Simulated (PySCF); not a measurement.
## Induced dipoles and field energies

C2H10OSi2.
SMILES with atom numbers: `[CH3:1][CH2:2][SiH2:3][O:4][SiH3:5]` (hydrogens: H6, H7, H8 on C1; H9, H10 on C2; H11, H12 on Si3; H13, H14, H15 on Si5)

Geometry (PBE0-D3(BJ)/def2-SVP, Å), atoms numbered from 1 in this order:
```xyz
15
C2H10OSi2 angstrom
C     -1.8535   -0.7269   -0.1090
C     -1.3095    0.6964   -0.1968
Si     0.1294    1.0477    0.9539
O      1.3942    0.0127    0.6414
Si     2.3699   -0.6760   -0.5003
H     -2.6968   -0.8859   -0.7988
H     -1.0798   -1.4692   -0.3600
H     -2.2100   -0.9610    0.9067
H     -0.9849    0.9269   -1.2272
H     -2.0985    1.4348    0.0356
H      0.5905    2.4612    0.7831
H     -0.2709    0.8348    2.3766
H      1.5530   -1.1997   -1.6398
H      3.3429    0.3258   -1.0329
H      3.1151   -1.8056    0.1237
```

Level: CAM-B3LYP/def2-SVPD (PySCF); nuclei fixed, core orbitals frozen in the response. Permanent dipole (-0.818, 0.083, -0.717) D (1 au = 2.5417 D). Static polarisability (au):

```
x   86.79 -0.27 -0.43
y   -0.27 79.57  3.28
z   -0.43  3.28 75.90
```

Only the terms in μ and α are kept: μ(F) = μ + αF and ΔE = −μ·F − ½ F·αF.

Problem. Apply 0.01 au along ±x, ±y and ±z in turn. Tabulate induced and total dipoles and both energy terms.

Solution. 
```json
{"field along": "+x", "induced x (D)": "2.206", "induced y (D)": "-0.007", "induced z (D)": "-0.011", "total size (D)": "1.569", "−μ·F (kJ/mol)": "+8.450", "−½F·αF (kJ/mol)": "-11.393"}
{"field along": "−x", "induced x (D)": "-2.206", "induced y (D)": "0.007", "induced z (D)": "0.011", "total size (D)": "3.107", "−μ·F (kJ/mol)": "-8.450", "−½F·αF (kJ/mol)": "-11.393"}
{"field along": "+y", "induced x (D)": "-0.007", "induced y (D)": "2.022", "induced z (D)": "0.083", "total size (D)": "2.348", "−μ·F (kJ/mol)": "-0.857", "−½F·αF (kJ/mol)": "-10.446"}
{"field along": "−y", "induced x (D)": "0.007", "induced y (D)": "-2.022", "induced z (D)": "-0.083", "total size (D)": "2.249", "−μ·F (kJ/mol)": "+0.857", "−½F·αF (kJ/mol)": "-10.446"}
{"field along": "+z", "induced x (D)": "-0.011", "induced y (D)": "0.083", "induced z (D)": "1.929", "total size (D)": "1.478", "−μ·F (kJ/mol)": "+7.406", "−½F·αF (kJ/mol)": "-9.964"}
{"field along": "−z", "induced x (D)": "0.011", "induced y (D)": "-0.083", "induced z (D)": "-1.929", "total size (D)": "2.767", "−μ·F (kJ/mol)": "-7.406", "−½F·αF (kJ/mol)": "-9.964"}
```

Problem. For the field (-0.0050, 0.0040, -0.0020) au, what is the induced dipole, and what angle does it make with the field?

Solution. αF = (-1.104, 0.796, -0.347) D, at 4.1° to the field. The polarisability along this direction, F·αF/F², is 82.14 au, against a mean of 80.75 au.

Problem. Which field along μ doubles the dipole in that direction (linear response)?

Solution. The polarisability along the dipole is 81.32 au, so F = 0.4292 au / 81.32 au = 0.0053 au = 0.27 V/Å; higher-order terms are ignored.

Problem. What field makes μF equal to kT at 298 K?

Solution. kT = 0.9437 × 10⁻³ Eh, so F = 0.0022 au = 11.3 MV/cm.

Problem. A unit point charge sits 18 Å away. Estimate the induction energy −αe²/2R⁴ with the mean polarisability, treating the molecule as a point.

Solution. R = 34.02 bohr, so the energy is −80.8/(2 × 34.02⁴) Eh = -0.0792 kJ/mol. The charge–dipole term at its most favourable orientation, −μe/R², is -0.974 kJ/mol.

One conformer (not necessarily the lowest) at the PBE0-D3(BJ)/def2-SVP geometry, without solvent, vibrations or thermal averaging.
